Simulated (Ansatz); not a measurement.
Basis sets compared for Ni(NH2)2 (NiN2H4). Charge 0, multiplicity 3. Geometry r2SCAN-D4/def2-TZVP. Ansatz on 4 threads of Arm Neoverse V2 on a shared host; times are rough, and most runs start from earlier orbitals.

| atom | x (Å) | y (Å) | z (Å) |
| --- | --- | --- | --- |
| Ni1 | -0.001 | -0.001 | 0.000 |
| N2 | 0.582 | -0.254 | -1.669 |
| H3 | 1.406 | 0.168 | -2.075 |
| H4 | 0.142 | -0.841 | -2.364 |
| N5 | -0.582 | 0.253 | 1.669 |
| H6 | -0.142 | 0.844 | 2.362 |
| H7 | -1.405 | -0.168 | 2.078 |

The order of the spin states hangs on the level: the singlet lies 0.18 eV below the triplet at PBE-D4/def2-TZVP, but 0.30 eV above it at r2SCAN-D4/def2-TZVP. The singlet is doubtful at PBE-D4/def2-TZVP (restricted singlet, unstable towards broken spin symmetry). The singlet is doubtful at r2SCAN-D4/def2-TZVP (restricted singlet, unstable towards broken spin symmetry at other levels and untested here).

Binding counts from free atoms (Ni triplet, N quartet, H doublet) in the same basis, without a counterpoise term.

```json
{"level": "PBE-D4/def2-SVP", "functions": "79", "energy (Eh)": "-1619.5689", "HOMO (eV)": "-4.02", "LUMO (eV)": "-4.28", "binding per atom (eV)": "3.31", "wall time": "1.9 s"}
{"level": "PBE-D4/def2-TZVP (with forces)", "functions": "131", "energy (Eh)": "-1619.9382", "HOMO (eV)": "-4.43", "LUMO (eV)": "-4.55", "binding per atom (eV)": "–", "wall time": "2.5 s"}
{"level": "r2SCAN-D4/def2-TZVP", "functions": "131", "energy (Eh)": "-1620.2315", "HOMO (eV)": "-4.96", "LUMO (eV)": "-4.11", "binding per atom (eV)": "3.17", "wall time": "7 s"}
{"level": "PBE0-D4/def2-SVP", "functions": "79", "energy (Eh)": "-1619.5741", "HOMO (eV)": "-5.79", "LUMO (eV)": "-1.95", "binding per atom (eV)": "3.14", "wall time": "2 s"}
{"level": "PBE0-D4/def2-TZVP", "functions": "131", "energy (Eh)": "-1619.9306", "HOMO (eV)": "-6.19", "LUMO (eV)": "-2.54", "binding per atom (eV)": "3.11", "wall time": "4.3 s"}
```

Problem. Estimate the rows for PBE-D4/def2-TZVPD, r2SCAN-D4/def2-TZVPD, PBE0-D4/def2-TZVPD.

Solution. 
```csv
level,functions,energy (Eh),HOMO (eV),LUMO (eV),binding per atom (eV),wall time
PBE-D4/def2-TZVPD,158,-1619.9434,-4.63,-4.69,3.27,2.9 s
r2SCAN-D4/def2-TZVPD,158,-1620.2352,-5.12,-4.23,3.18,9 s
PBE0-D4/def2-TZVPD,158,-1619.9349,-6.34,-2.67,3.12,6 s
```
